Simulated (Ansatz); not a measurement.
Consider the formal exchange of groups at the Si–O bond: `[NH2][Zn][O][SiH3]` + `[SH][GeH3]` → `[SiH3][GeH2][SH]` + `[NH2][Zn][OH]`.

Program: Ansatz. Geometries: PBE0-D4/def2-TZVP. ΔE: electronic, gas phase. CCSD(T)/CBS is the MP2 limit (def2-TZVPP, def2-QZVPP) plus CCSD(T) − MP2 in def2-TZVPP, frozen cores. DFT in def2-TZVPP. HSE06 is defined as in plane-wave codes. For Ge, Zn outer-core shells are correlated without core-valence functions, which leaves a few kJ/mol of doubt a bond. Scalar relativity is left out up to krypton. One conformer a species, not always the lowest.

```json
{"level": "BLYP-D4", "ΔE (kJ/mol)": "80.1"}
{"level": "r2SCAN-D4", "ΔE (kJ/mol)": "85.3"}
{"level": "HSE06-D4", "ΔE (kJ/mol)": "75.9"}
{"level": "CCSD(T)/def2-SVP", "ΔE (kJ/mol)": "109.4"}
```

Task: What does CCSD(T)/CBS give? (Estimate.)

Result: Ansatz gave: +89.8 kJ/mol. The listed levels differ from it by -9.7, -4.5, -13.9, 19.6 kJ/mol.

Task: What do rigid-rotor, harmonic-oscillator terms from PBE0-D4/def2-TZVP frequencies (298.15 K, 1 bar) make of the CCSD(T)/CBS value? (An estimate is asked.)

Result: The calculation gave: ΔZPE = +2.8 kJ/mol, ΔH = +93.4 kJ/mol, ΔS = -12 J/(mol·K), ΔG = +97.2 kJ/mol. Modes under 50 cm⁻¹ make the entropy rough.

Largest T1 diagnostic among the species: 0.017.

At CCSD(T), def2-SVP lies +19.7 kJ/mol from the extrapolated value and def2-TZVPP +3.3 kJ/mol. Leaving LDA and LC-ωPBE aside and taking each functional with its dispersion term where it has one, the values, not all of them listed here, spread over 36.2 kJ/mol, from PBE-D4 to BHLYP-D4.
